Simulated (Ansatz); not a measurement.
def2 core potentials replace the inner electrons of Te.

Species: CH₄OTe, SMILES `C[Te]O` with one electron removed (charge 1, multiplicity 2).

### Question
Give a relaxed geometry from B3LYP-D3(BJ)/def2-SVP run with Ansatz (a program for electronic structure).

### Answer
One answer among several that fit: the end point of this relaxation, one of several conformers (outside a Z-matrix the atoms follow the SMILES, hydrogens last).
Cartesian coordinates (Å) in one orientation:
```xyz
7

C     -1.030    -0.188    -0.338
Te     0.405     1.285     0.245
O      1.751    -0.098     0.536
H     -0.597    -0.739    -1.186
H     -1.953     0.337    -0.624
H     -1.190    -0.847     0.528
H      2.614     0.250     0.840
```
